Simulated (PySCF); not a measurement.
H2MgS, SMILES [MgH][SH]. Atoms are numbered in the order given.

```xyz
4

Mg     0.0008     1.2525     0.0000
H      0.0325     2.9406     0.0000
S     -0.0814    -1.0500     0.0000
H      1.2593    -1.1709     0.0000
```

Coordinates come from a B3LYP-D3(BJ)/def2-TZVP optimisation.

Calculation: PySCF with B3LYP-D3(BJ)/def2-TZVP.

Frequencies are harmonic and unscaled.

```tsv
mode	ν (cm⁻¹)	IR (km/mol)	Raman (Å⁴/amu)	depolarisation	moving atoms (share of kinetic energy)
1	292	229.4	2.0	0.65	H 91 %, Mg 9 %
2	317	218.6	0.6	0.75	H 88 %, Mg 11 %
3	428	30.5	24.3	0.20	Mg 53 %, S 38 %, H 8 %
4	532	21.2	2.8	0.27	H 87 %, S 8 %
5	1654	213.1	282.8	0.10	H 96 %
6	2656	2.3	121.0	0.27	H 97 %
```
